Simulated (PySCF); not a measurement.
Species: AlEt2(vinyl), C6H13Al.
Z-matrix (Å and degrees, PBE0-D3(BJ)/def2-SVP geometry), rows numbered from 1:
```
Al
C   1  1.9734
C   2  1.5339  1  114.66
H   2  1.1049  1  109.07  3  -123.57
H   2  1.1066  1  108.54  3   122.49
H   3  1.1031  2  112.43  1   178.07
H   3  1.1030  2  111.94  1   -61.97
H   3  1.1026  2  111.96  1    57.62
C   1  1.9690  2  122.00  3   112.51
C   9  1.5288  1  116.55  2  -179.68
H   9  1.1074  1  107.75  2    55.74
H   9  1.1076  1  107.25  2   -55.46
H  10  1.1031  9  112.71  1  -179.99
H  10  1.1024  9  111.76  1   -59.59
H  10  1.1024  9  111.81  1    59.60
C   1  1.9565  2  117.54  3   -66.80
C  16  1.3443  1  121.26  2    -7.10
H  16  1.1003  1  122.92  2   174.17
H  17  1.0983 16  121.89  1     0.93
H  17  1.0986 16  123.14  1  -178.94
```

Computed at PBE0/pcSseg-1 (pcSseg-2 on Al) (PySCF, non-relativistic), with Q(27Al) = 0.1466 b: Al1, 27Al (I = 5/2): χzz = 49.73 MHz, η = 0.098.

Find the zero-field quadrupole resonance frequencies of 27Al at Al1.

From the eigenvalues of H = χ/[4I(2I − 1)] × [3Iz² − I(I + 1) + η(Ix² − Iy²)], steps between neighbouring levels, labelled as for η = 0: ±1/2↔±3/2 7.538 MHz, ±3/2↔±5/2 14.89 MHz (aluminium bonded to 3 C).

In a crystal, neighbours and librations shift these lines. Isolated species at its PBE0-D3(BJ)/def2-SVP geometry (one conformer only). With so small a basis the couplings can be 20 % off.
